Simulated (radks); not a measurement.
Correlation energies from several functionals, in hartree. Species: Yb [Xe] 4f14 6s2; Mg [Ne] 3s2; O+ [He] 2s2 2p3; Yb63+ [He] 2s2 2p3. Method: non-relativistic Kohn-Sham, r2SCAN, spin-polarised, spherical densities, point nucleus; meta-GGA in the generalised Kohn-Sham scheme; computed with a radial shooting solver on a logarithmic mesh with Libxc functionals. Every spin shell is full or empty, so the densities are truly spherical. Functionals are evaluated on that one density, not self-consistently.

functional	Yb	Mg	O+	Yb63+
PW92	-7.1103	-0.88776	-0.45932	-0.90824
PZ	-7.1138	-0.88516	-0.45221	-0.89258
Wigner	-3.7649	-0.60467	-0.27342	-0.30132
Chachiyo	-7.0283	-0.87063	-0.44424	-0.88421
P86	-4.6553	-0.46405	-0.20607	-0.59970
OP (B88)	-3.6472	-0.44399	-0.20909	-0.29957
B95	-5.1158	-0.46950	-0.20804	-0.42803
Tao-Mo	-4.0306	-0.36974	-0.16180	-0.20399
